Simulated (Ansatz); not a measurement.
`CO[SiH2]Br` → HBr + `CO[SiH]` at 298.15 K and 1 bar (silylene formation by 1,1-elimination).

Gas-phase electronic energies from Ansatz, PBE0-D4/def2-TZVP geometries. CCSD(T)/CBS is the MP2 limit (def2-TZVPP, def2-QZVPP) plus CCSD(T) − MP2 in def2-TZVPP, frozen cores. For Br outer-core shells are correlated without core-valence functions, which leaves a few kJ/mol of doubt a bond. Scalar relativity is left out up to krypton. One conformer a species, not always the lowest.

```json
{"species": "`CO[SiH2]Br`", "CCSD(T)/CBS energy (Eh)": "-2978.70869", "H − E (kJ/mol)": "179.2", "S (J/(mol·K))": "341.5"}
{"species": "HBr", "CCSD(T)/CBS energy (Eh)": "-2573.91920", "H − E (kJ/mol)": "24.6", "S (J/(mol·K))": "198.6"}
{"species": "`CO[SiH]`", "CCSD(T)/CBS energy (Eh)": "-404.67988", "H − E (kJ/mol)": "143.4", "S (J/(mol·K))": "279.5"}
```

H − E and S are ideal-gas, rigid-rotor, harmonic terms from PBE0-D4/def2-TZVP, for one conformer and one mirror image of each species. 1 Eh = 2625.50 kJ/mol, R = 8.31446 J/(mol·K).

**Question.** By hand: ΔE, ΔH, ΔS and ΔG.

**Answer.** ΔE = (-2573.91920) + (-404.67988) − (-2978.70869) = 0.10961 Eh = 287.8 kJ/mol. Δ(H − E) = 24.6 + 143.4 − 179.2 = -11.2, so ΔH = 276.6 kJ/mol. ΔS = 198.6 + 279.5 − 341.5 = 136.6 J/(mol·K). ΔG = 276.6 − 298.15 × (136.6)/1000 = 235.9 kJ/mol.

**Question.** By hand: the equilibrium constant, and the temperature at which ΔG would vanish if ΔH and ΔS stayed fixed.

**Answer.** log₁₀ K = −ΔG/(RT ln 10) = -41.3. ΔG = 0 at ΔH/ΔS = 2025 K.

The number of gas molecules changes by +1, which sets the sign of ΔS. A doubt of 5 kJ/mol in ΔE shifts log₁₀ K by 0.9 here. Other conformers and mirror images would add mixing entropy, several J/(mol·K) or more a flexible species. These are equilibria of isolated gas molecules and say nothing of rates. Largest T1 diagnostic: 0.015 (customary marks: 0.02 for closed shells, 0.045 for open ones).
